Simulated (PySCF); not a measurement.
H₄N₂OSW, multiplicity 1. Atoms are numbered in the order given.

```xyz
9

W     -0.0428     0.0550    -0.1285
N      0.9697    -0.2523    -1.5139
H      1.7449    -0.7048    -1.9910
S      0.6275    -1.0194     1.6087
O     -1.8333    -0.4164    -0.5323
H     -2.1592    -0.6438    -1.4090
N      0.1309     1.9551     0.1959
H      0.5602     2.6131    -0.4465
H     -0.0529     2.3849     1.0989
```

The structure is a stationary point at PBE0-D3(BJ)/def2-SVP. The spin state was assumed, not searched. The structure was generated by enumeration; whether it is a known compound was not checked. The def2 effective core potentials stand for the cores of W; spin–orbit coupling is left out. The values are those of a single conformer.

Calculation: PySCF with PBE/def2-TZVP.

ESP charges are fitted to the potential on shells at 1.4 to 2.0 van der Waals radii. Atomic charges (e):

```tsv
atom	Löwdin	Mulliken	ESP fit
W1	0.27	1.03	0.85
N2	___	-0.53	-0.64
H3	___	0.24	0.36
S4	0.02	-0.38	-0.34
O5	-0.27	-0.57	-0.55
H6	___	0.34	0.40
N7	___	-0.65	-0.81
H8	0.16	0.26	0.36
H9	0.16	0.25	0.36
```

### Question
Fill in the missing entries. (The exact figures need the calculation; the answer reports its results.)

### Answer

- N2, Löwdin: -0.33
- H3, Löwdin: 0.15
- H6, Löwdin: 0.17
- N7, Löwdin: -0.34
